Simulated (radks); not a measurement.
All-electron atom: Ce6+ in [Kr] 4d9 5s2 5p5 (not the ground configuration). Calculated with a radial shooting solver on a logarithmic mesh with Libxc functionals: scalar-relativistic Kohn-Sham, BLYP, spin-polarised, spherical densities, finite nucleus; open shells are filled with parallel spins first (spin-orbit coupling, left out, can overturn this in heavy ions); Fermi nuclear charge, rms radius 4.8771 fm. Some entries of the table are withheld. Estimate them.

orbital  occ.  eigenvalue (hartree)  <r> (bohr)  <r^2> (bohr^2)
1s up       1             -1483.298     0.02457       0.0008209
1s down     1             -1483.294     0.02457       0.0008208
2s up       1             -240.3575      0.1052         0.01306
2s down     1             -240.3378      0.1052         0.01306
2p up       3             -215.6407     0.09236         0.01041
2p down     3             -215.6237     0.09236         0.01041
3s up       1             -54.38707      0.2786         0.08868
3s down     1             -54.37578      0.2786         0.08866
3p up       3             -46.52735      0.2766         0.08868
3p down     3             -46.51455      0.2766         0.08866
3d up       5             -35.36235      0.2535         0.07571
3d down     5             -35.34426      0.2534         0.07569
4s up       1             -13.52642      0.6315          0.4495
4s down     1             -13.47142      0.6316          0.4496
4p up       3             -10.93050      0.6660          0.5034
4p down     3             -10.87618      0.6662          0.5037
4d up       5              -7.18470      0.7242          0.6054
4d down     4              -7.13150      0.7245          0.6059
5s up       1              -4.06812       1.390             (1)
5s down     1              -4.02190       1.392             (2)
5p up       3                   (3)       1.535           2.634
5p down     2                   (4)       1.540           2.654

Answer. 
(1) 5s up <r^2> (bohr^2): 2.155
(2) 5s down <r^2> (bohr^2): 2.163
(3) 5p up eigenvalue (hartree): -3.30828
(4) 5p down eigenvalue (hartree): -3.26422
